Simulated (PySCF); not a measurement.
GaHI₂, SMILES [I][GaH][I]. The structure is a stationary point at PBE-D3(BJ)/def2-SVP. The def2 effective core potentials stand for the cores of I; spin–orbit coupling is left out.

Task: Give the equilibrium geometry at PBE-D3(BJ)/def2-SVP (PySCF confirms it by a frequency run) as a Z-matrix, and its point group. (An estimate is asked for; the answer gives what the named calculation found.)

Result: point group C2v.
```
Ga
H 1 1.5676
I 1 2.5002 2 121.28
I 1 2.5002 2 121.28 3 180.00
```
Charge 0, spin multiplicity 1.
